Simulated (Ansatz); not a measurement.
`CCB(C)N` → `CBN` + `C=C` at 400 K and 1 bar (β-hydride elimination).

Gas-phase electronic energies from Ansatz, PBE0-D4/def2-TZVP geometries. CCSD(T)/CBS is the MP2 limit (def2-TZVPP, def2-QZVPP) plus CCSD(T) − MP2 in def2-TZVPP, frozen cores. This one scheme is used for every species. One conformer a species, not always the lowest.

| species | CCSD(T)/CBS energy (Eh) | H − E (kJ/mol) | S (J/(mol·K)) |
| --- | --- | --- | --- |
| `CCB(C)N` | -199.74658 | 387.0 | 382.8 |
| `CBN` | -121.21267 | 224.0 | 296.9 |
| `C=C` | -78.48111 | 149.4 | 232.7 |

H − E and S are ideal-gas, rigid-rotor, harmonic terms from PBE0-D4/def2-TZVP, for one conformer and one mirror image of each species. 1 Eh = 2625.50 kJ/mol, R = 8.31446 J/(mol·K).

Problem. By hand: ΔE, ΔH, ΔS and ΔG.

Solution. ΔE = (-121.21267) + (-78.48111) − (-199.74658) = 0.05280 Eh = 138.6 kJ/mol. Δ(H − E) = 224.0 + 149.4 − 387.0 = -13.6, so ΔH = 125.0 kJ/mol. ΔS = 296.9 + 232.7 − 382.8 = 146.8 J/(mol·K). ΔG = 125.0 − 400 × (146.8)/1000 = 66.3 kJ/mol.

Problem. By hand: the equilibrium constant, and the temperature at which ΔG would vanish if ΔH and ΔS stayed fixed.

Solution. log₁₀ K = −ΔG/(RT ln 10) = -8.7. ΔG = 0 at ΔH/ΔS = 851 K.

The number of gas molecules changes by +1, which sets the sign of ΔS. A doubt of 5 kJ/mol in ΔE shifts log₁₀ K by 0.7 here. Other conformers and mirror images would add mixing entropy, several J/(mol·K) or more a flexible species. Modes under 60 cm⁻¹, often nearly free rotors, make the harmonic entropy too high. These are equilibria of isolated gas molecules and say nothing of rates. Largest T1 diagnostic: 0.011 (customary marks: 0.02 for closed shells, 0.045 for open ones).
